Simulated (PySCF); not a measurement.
SMILES F[Si](F)(F)[SiH2][SiH2]Cl (H₄ClF₃Si₃), B3LYP/def2-SVP optimised geometry.

```
11

Si    -1.90     0.76     0.42
F     -2.49    -0.56    -0.29
F     -2.75     2.01    -0.13
F     -2.23     0.64     1.99
Si     0.39     0.94     0.00
Si     1.26    -1.24     0.00
Cl     0.59    -2.16     1.75
H      1.01     1.77     1.07
H      0.57     1.60    -1.33
H      0.76    -2.01    -1.17
H      2.75    -1.24     0.00
```

Density from B3LYP/def2-TZVP (PySCF 2.14.0) at that geometry.

Minimum of the electron density along straight lines between bonded atoms, close to the bond critical point (lines longer than 1.1 times the sum of covalent radii, or with two minima, are not listed):

| bond | length / Å | ρ at the minimum / e bohr⁻³ | ∇²ρ there / e bohr⁻⁵ | position (fraction from the first atom) |
|---|---|---|---|---|
| Si1–F2 | 1.613 | 0.136 | 0.92 | 0.42 |
| Si1–F3 | 1.611 | 0.136 | 0.91 | 0.42 |
| Si1–F4 | 1.610 | 0.137 | 0.92 | 0.42 |
| Si1–Si5 | 2.335 | 0.097 | -0.13 | 0.64 |
| Si5–Si6 | 2.356 | 0.094 | [?] | 0.49 |
| Si6–Cl7 | 2.088 | 0.094 | [?] | 0.36 |
| Si5–H8 | 1.491 | 0.119 | 0.15 | 0.49 |
| Si5–H9 | 1.493 | 0.119 | 0.15 | 0.49 |
| Si6–H10 | 1.488 | 0.123 | 0.14 | 0.49 |
| Si6–H11 | 1.489 | 0.123 | 0.14 | 0.49 |

Q: What belongs in the gaps?

A: 
- Si5–Si6, ∇²ρ there / e bohr⁻⁵: -0.16
- Si6–Cl7, ∇²ρ there / e bohr⁻⁵: 0.18
